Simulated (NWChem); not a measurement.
**Ionisation of H$_{3}$P$_{2}$**

SMILES: [PH]P
```xyz
5

P      0.9659    -0.4312     0.4281
P     -0.8888     0.3141    -0.4696
H      1.6893     0.7336     0.0101
H     -1.0635     1.5031     0.3047
H     -1.7821    -0.4807     0.3079
```
Charge 0, spin multiplicity 2.

Program: NWChem. Structure: optimised with UPBE0/def2-SVP, a minimum by its harmonic frequencies. It is one conformer; others weren't searched.

Basis set: def2-TZVP. The species with one electron less has spin multiplicity 1 and keeps the geometry of the parent. Δ marks differences of total energies (open shells unrestricted). −ε marks an orbital energy of the parent. That orbital need not have the symmetry of the hole or added electron in the Δ rows. That singlet is a closed-shell solution.

B3LYP has NWChem's definition, with VWN1-RPA local correlation. The structure started from a generated list of species. The stability of the SCF solutions was not checked. Open-shell Hartree-Fock references start from PBE0 orbitals.

Problem. For the first vertical ionisation energy, G0W0@PBE gives 7.93 eV and ΔPBE gives 8.48 eV. What do −ε(alpha HOMO) of r2SCAN, −ε(alpha HOMO) of HF, −ε(alpha HOMO) of B3LYP give?

Solution. −ε(alpha HOMO) of r2SCAN: 5.67 eV; −ε(alpha HOMO) of HF: 9.18 eV; −ε(alpha HOMO) of B3LYP: 6.16 eV.
